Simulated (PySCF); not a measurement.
Correlation energy of Rh⁺ (rhodium, charge +1)

[Kr] 4d7 5s1, high-spin 5F determinant (an excited configuration). All numbers are calculated (PySCF 2.14, scalar relativity through the core potential, in def2-QZVPPD with the def2 core potential (28 electrons) (7s5p4d4f2g, 88 functions)). Frozen: 4s2 4p6; 8 electrons correlated.

| level | correlation energy (mhartree) |
| --- | --- |
| CCSD | -197.34 |
| (T) | -6.22 |
| CCSD(T) | -203.56 |

Diagnostics: T1 = 0.0089, D1 = 0.0331, largest double amplitude 0.018.

Is a single reference adequate?

Yes, within this model without spin-orbit coupling: T1 lies below 0.03 and no double amplitude reaches 0.07.
